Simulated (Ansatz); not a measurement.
Ansatz (a first-principles code) input (CCSD(T)/def2-SVPD):

Ansatz 0.2 input:
```yaml
crystal:
  periodic: [false, false, false]
  atoms:
    - {symbol: Ge, position_ang: [0.01486516, 0.01335931, 1.33008905]}
    - {symbol: I, position_ang: [1.08853820, -1.84321149, -0.39527948]}
    - {symbol: I, position_ang: [-1.09751339, 1.83514549, -0.40779315]}
basis:
  gaussian:
    orbitals: def2-SVPD
total_charge: -1
magnetization: {spin_polarized: true, initial_magnetization: 1}
correlation: {method: ccsd_t, electrons: outside_noble_gas}
output: {forces: true}
```

End of the output:

```
cycle   5  -8.40904696 eV  change    9.8e-6 eV  update   3.5e-4
cycle   6  -8.40915707 eV  change   -1.1e-4 eV  update   1.7e-4
cycle   7  -8.40918764 eV  change   -3.1e-5 eV  update   6.6e-5
cycle   8  -8.40918563 eV  change    2.0e-6 eV  update   2.5e-5
cycle   9  -8.40918541 eV  change    2.1e-7 eV  update   1.2e-5
cycle  10  -8.40918597 eV  change   -5.6e-7 eV  update   5.6e-6
cycle  11  -8.40918665 eV  change   -6.8e-7 eV  update   2.5e-6
cycle  12  -8.40918693 eV  change   -2.8e-7 eV  update   9.6e-7
perturbative correction -0.29654728 eV, -0.0108979117 hartree
the calculation of the forces begins
Total energy: -72623.92600491 eV, -2668.8800544152 hartree
Atom 0 at     0.014865     0.013359     1.330089 Å, force     0.002117     0.001903     0.189440 eV/Å
Atom 1 at     1.088538    -1.843211    -0.395279 Å, force     0.045725    -0.079671    -0.094452 eV/Å
Atom 2 at    -1.097513     1.835145    -0.407793 Å, force    -0.047842     0.077769    -0.094988 eV/Å
Dipole moment:     0.001163     0.001045     0.104021 e Å
```
